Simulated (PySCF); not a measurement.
C₃F₅O, SMILES FC(F)(C([C](F)F)=O)F, multiplicity 2.

Geometry optimised at PBE-D3(BJ)/def2-SVP. The isomer is the one that the SMILES or the coordinates give; other isomers of the formula were not compared. One conformer was computed; it need not be the lowest.

Computed with TDA-LC-ωPBE/def2-SVPD in PySCF.

Vertical excitations. 

| state | energy (eV) | λ (nm) | f | main pairs |
|---|---|---|---|---|
| root 1 | 2.47 | 501 | 0.000 | β HOMO→LUMO 92 % |
| root 2 | 4.93 | 252 | 0.034 | α HOMO→LUMO 60 %, β HOMO−1→LUMO 33 % |
| root 3 | 5.76 | 215 | 0.001 | α HOMO−1→LUMO 96 % |
| root 4 | 6.31 | 197 | 0.230 | α HOMO→LUMO 34 %, β HOMO−1→LUMO 44 % |
| root 5 | 6.80 | 182 | 0.001 | β HOMO−3→LUMO 36 %, β HOMO−6→LUMO 28 %, β HOMO−4→LUMO 18 % |
| root 6 | 6.91 | 179 | 0.006 | α HOMO→LUMO+1 67 %, β HOMO→LUMO+2 7 % |
| root 7 | 7.31 | 170 | 0.002 | α HOMO→LUMO+1 11 %, β HOMO→LUMO+2 35 %, β HOMO−6→LUMO 18 %, β HOMO−3→LUMO 16 % |
| root 8 | 7.73 | 160 | 0.001 | α HOMO→LUMO+3 41 %, α HOMO→LUMO+9 18 %, α HOMO→LUMO+11 14 %, α HOMO→LUMO+5 9 % |
| root 9 | 7.86 | 158 | 0.002 | β HOMO−7→LUMO 36 %, β HOMO→LUMO+2 30 %, β HOMO−3→LUMO 16 %, β HOMO−4→LUMO 5 % |
| root 10 | 8.26 | 150 | 0.001 | β HOMO−7→LUMO 36 %, β HOMO−6→LUMO 24 %, β HOMO→LUMO+2 16 %, β HOMO−3→LUMO 8 % |
Unrestricted roots are not spin-pure.
